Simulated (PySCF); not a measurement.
Highest orbital energy against ionisation energy along the 5p block

Calculated with PySCF 2.14, no spin-orbit coupling. Each cell gives −ε(HOMO) / ΔSCF in eV; NIST values include spin-orbit coupling, (s) semi-empirical, (t) theoretical.

```csv
species,UHF,LDA,PBE,PBE0,r2SCAN,NIST (lowest levels)
"In (ANO-RCC-VTZP, spin-free X2C)",5.462 / 5.218,2.861 / 5.759,2.822 / 5.620,3.603 / 5.646,3.068 / 5.738,5.786
"Sn (ANO-RCC-VTZP, spin-free X2C)",7.275 / 6.863,4.209 / 7.447,4.154 / 7.290,5.064 / 7.333,4.443 / 7.427,7.344
"Sb (ANO-RCC-VTZP, spin-free X2C)",9.103 / 8.586,5.547 / 9.147,5.493 / 8.989,6.544 / 9.064,5.841 / 9.178,8.608
"Te (ANO-RCC-VTZP, spin-free X2C)",8.501 / 7.771,5.440 / 9.052,5.308 / 8.787,6.322 / 8.787,5.527 / 8.785,9.010
"I (ANO-RCC-VTZP, spin-free X2C)",10.427 / 9.556,6.913 / 10.825,6.765 / 10.540,7.910 / 10.561,7.032 / 10.559,10.451
"Xe (ANO-RCC-VTZP, spin-free X2C)",12.404 / 11.476,8.380 / 12.664,8.235 / 12.374,9.534 / 12.438,8.601 / 12.468,12.130
```

Task: How far is −ε(HOMO) from ΔSCF on average for each method, and why?

Result: UHF 0.62 eV; LDA -3.59 eV; PBE -3.47 eV; PBE0 -2.48 eV; r2SCAN -3.27 eV. Hartree-Fock orbital energies lack relaxation and so exceed the ΔSCF value; semilocal functionals have convex E(N) from self-interaction, so their HOMO lies far too high; exact exchange moves hybrids part of the way back.
